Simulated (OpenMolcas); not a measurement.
Computed levels of 4s2 4p in ions with 31 electrons, in cm-1 above 2P* 1/2.

- Program: OpenMolcas
- Method: RASSCF
- Basis: ANO-RCC-VTZP
- Scalar Hamiltonian: DKH2, point nucleus
- Spin-orbit coupling: state interaction with AMFI integrals over the reference wave functions, term energies averaged over their components

Active space for each ion: 3 electrons in 9 orbitals (RAS2 4s 4p; RAS3 4d, at most 2 electrons).

| Level | As2+ | Se3+ | Kr5+ |
| --- | --- | --- | --- |
| 2P* 3/2 | 2641 | 3919 | 7334 |

**Question.** Estimate 2P* 3/2 for Br4+ from its neighbours Se3+ and Kr5+.

**Answer.** 2P* 3/2 is fine structure, which grows about as the fourth power of a screened charge, so the fourth roots are averaged: ((3919^0.25 + 7334^0.25) / 2)^4 = 5427. The calculation gives 5521, so the estimate is off by -1.7 %; the measured value is 6090 (Moore, Atomic Energy Levels, vol. II, NSRDS-NBS 35 (1971 reprint of NBS Circular 467, 1952)).

Active for correlation alone: 4d; no level in the range computed is led by a configuration that fills it, so any true level of that kind is missing. Computed and measured levels are paired by configuration, term and J; levels that our copy of the source lacks, or whose pairing is in doubt (as where it misses far off the trend of its configuration), stay unpaired and out of the deviations. Levels of configurations outside the active space are missing.

* marks odd parity.
